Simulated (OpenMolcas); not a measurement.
# neutral boron: effect of the IPEA shift

```
Program             : OpenMolcas
Basis               : ANO-RCC-VTZP [4s3p2d1f]
Scalar Hamiltonian  : DKH2, point nucleus
Active space        : 3 electrons in 4 orbitals (2s 2p)
State averaging     : 2S+1 = 4 odd, 1 root (0 in the spin-orbit step); 2S+1 = 2 odd, 3 roots; 2S+1 = 4 even, 3 roots; 2S+1 = 2 even, 5 roots
Spin-orbit coupling : RASSI with atomic mean-field integrals over the reference wave functions, term energies averaged over their components
```

Methods on the same reference wave functions:
A. CASSCF
B. SS-CASPT2, IPEA 0 Eh, imaginary shift 0.1 Eh (closed shells correlated: 1s)
C. SS-CASPT2, IPEA 0.25 Eh, imaginary shift 0.1 Eh (closed shells correlated: 1s)

Energies in cm-1 above 2s2 2p 2P* 1/2, the measured ground level; measured values from NIST Handbook of Basic Atomic Spectroscopic Data.

```tsv
Level	A	B	C	Measured
2s2 2p 2P* 1/2	0.0	0.0	0.0	0.0
2s2 2p 2P* 3/2	14.5	14.5	14.5	15.3
2s 2p2 4P 1/2	24117	27652	27187	28870
2s 2p2 4P 3/2	24122	27657	27192	28875
2s 2p2 4P 5/2	24131	27666	27201	28881
2s 2p2 2D 3/2	54848	48073	49576	47857
2s 2p2 2D 5/2	54848	48073	49576	47857
```

Deviations, from unrounded energies. A percentage is the sum of absolute deviations over the sum of measured energies, with the sign that they share, or ± where signs differ.

| Against measurement | Levels | A | B | C |
| --- | --- | --- | --- | --- |
| mean absolute deviation (cm-1) | 6 | 4700 | 680 | 1400 |
| fine structure of the ground term (%) | 1 | -4.8 | -4.8 | -4.8 |
| other configurations (%) | 5 | ±15.5 | ±2.2 | ±4.7 |

B lies closest to measurement on these levels and A furthest from it. The largest miss of B in the table is 2s 2p2 4P 1/2, by -1200 cm-1. The ranking rests on the paired levels alone, and a cruder setting can come out closer through cancelling errors.

Between B and C the level of the table that moves most is 2s 2p2 2D 3/2, by 1500 cm-1 (lowest in B, highest in C).

The lowest spin-free term lies below A's lowest term by 0.057 hartree in B, 0.053 hartree in C.

Over all roots computed the reference weight is 0.93 to 0.99 in B; the roots of lowest weight are the least certain, and an intruder state may touch them. Without dynamic correlation excited terms often stand tens of per cent too high (terms of higher spin than the ground term too low), and those without a measured partner can miss by more than the paired ones (holds for A). Computed and measured levels are paired by configuration, term and J; levels that our copy of the source lacks, or whose pairing is in doubt (as where it misses far off the trend of its configuration), stay unpaired and out of the deviations. Only configurations of the active space appear.

* marks odd parity.
